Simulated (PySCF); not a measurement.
Work out the structure from these simulated measurements.

Formula: C4H12Si3.

- Rotational structure: rotational constants A, B, C: 2.374, 0.881, 0.743 GHz [GFN2-xTB]
- 13C NMR: chemical shifts (computed TMS as zero) by class: 171.3 (1 C), 151.2 (1 C), 28.5 (1 C), -14.2 (1 C) ppm [GIAO PBE0/pcSseg-1]
- Dipole: 0.77 D [PBE0/pcSseg-1]
- NMR, other nuclei: isotropic shieldings of nuclei other than C and H, by class: 376 (1 Si), 376 (1 Si), 467 (1 Si) ppm [GIAO PBE0/pcSseg-1]
- 1H NMR: chemical shifts (computed TMS as zero) by class: 6.83 (1 H), 5.08 (1 H), 4.75 (1 H), 4.72 (1 H), 3.39 (3 H), 2.25 (3 H), 0.24 (1 H), -0.04 (1 H) ppm [GIAO PBE0/pcSseg-1]

The electronic properties come from PySCF, for the isolated species, density fitting. Levels stand in brackets. The structure is a single GFN2-xTB conformer in the gas phase; no vibrational or solvent corrections. NMR classes are plain means over equivalent atoms (diastereotopic ones count apart unless rotation or inversion swaps them), as if these changed places fast.

Problem. Propose a structure and show how it fits.

Solution. Numbering: `[CH3:1][C:2]1=[CH:3][Si@H:4]([SiH3:5])[CH2:6][SiH2:7]1`. Its formula, C4H12Si3, gives 2 degrees of unsaturation: 1 ring and 1 π bond in the structure found. 4 carbons fall into 4 classes; from least to most shielded: fully substituted alkene carbon [C2] (171.3 ppm), alkene CH carbon [C3] (151.2 ppm), allylic carbon [C1] (28.5 ppm), ring sp3 carbon bound to silicon [C6] (-14.2 ppm). Hydrogen classes from least to most shielded: 1 H on an alkene CH carbon, C3 (6.83 ppm), 1 H on an SiH silicon, Si4 (5.08 ppm), 1 H on an SiH2 silicon, Si7 (4.75 ppm), 1 H on an SiH2 silicon, Si7 (4.72 ppm), 3 H on an SiH3 silicon, Si5 (3.39 ppm), 3 H on an allylic carbon, C1 (2.25 ppm), 1 H on an sp3 carbon bound to silicon, C6 (0.24 ppm), 1 H on an sp3 carbon bound to silicon, C6 (-0.04 ppm). The other shieldings belong to: 376 ppm, SiH silicon [Si4]; 376 ppm, SiH2 silicon [Si7]; 467 ppm, SiH3 silicon [Si5]. The optimised geometry has point group C1 and is an asymmetric top. Structure: `CC1=C[Si@H]([SiH3])C[SiH2]1`. Computed isomers that give other values at the same levels: `C#C[SiH2][SiH2][C@@H](C)[SiH3]` (13C chemical shifts (computed TMS as zero) by class: 106.9 (1 C), 85.4 (1 C), 17.8 (1 C), -0.5 (1 C) ppm); `[SiH3]C#C[SiH2]CC[SiH3]` (13C chemical shifts (computed TMS as zero) by class: 118.4 (1 C), 114.0 (1 C), 10.8 (1 C), 5.7 (1 C) ppm); `C[C@H]([SiH3])[SiH2]C#C[SiH3]` (13C chemical shifts (computed TMS as zero) by class: 119.0 (1 C), 114.6 (1 C), 14.3 (1 C), 1.9 (1 C) ppm). The assignments are read from this structure; whether some other isomer fits the data as well wasn't checked. The mirror image fits equally.
